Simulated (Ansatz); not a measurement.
System: pentane-3-selenol, C5H12Se, net charge 0, singlet state. 
Geometry from a B3LYP-D3(BJ)/def2-TZVP (Ansatz, an electronic-structure program) optimisation:
```xyz
18

C     -2.6213    -0.8198    -0.0032
C     -1.2700    -1.2889    -0.5290
C     -0.0563    -0.7119     0.1974
Se     0.0557     1.2723     0.0016
C      1.2458    -1.3994    -0.2093
C      2.4583    -1.0428     0.6422
H     -2.7305    -1.0588     1.0576
H     -3.4359    -1.3087    -0.5400
H     -2.7363     0.2581    -0.1158
H     -1.1850    -1.0680    -1.5973
H     -1.2105    -2.3797    -0.4393
H     -0.1982    -0.8194     1.2769
H      0.2392     1.2240    -1.4595
H      1.4495    -1.1837    -1.2626
H      1.0719    -2.4800    -0.1493
H      2.2782    -1.2788     1.6941
H      3.3358    -1.6061     0.3205
H      2.6903     0.0198     0.5738
```
Charge 0, spin multiplicity 1.

Computed values are from Ansatz. Cores are frozen in the correlated levels unless marked. UHF or UKS for open shells. Spin-orbit coupling is left out. Frozen are the shells of the preceding noble gas and the d and f shells that filled before the atom's block. No relativistic terms. CBS marks a two-point X^-3 extrapolation of the correlation energy; Hartree-Fock from the larger set.

```yaml
atomisation energy De: 6836.8 kJ/mol at CCSD(T)/CBS(cc-pVTZ,cc-pVQZ)
total_energy: -2597.5649 Eh at CCSD(T)/CBS(cc-pVTZ,cc-pVQZ)
dipole_moment: 1.58 D at CCSD(T)/aug-cc-pVDZ
T1 diagnostic: 0.010 at CCSD/cc-pVQZ
```
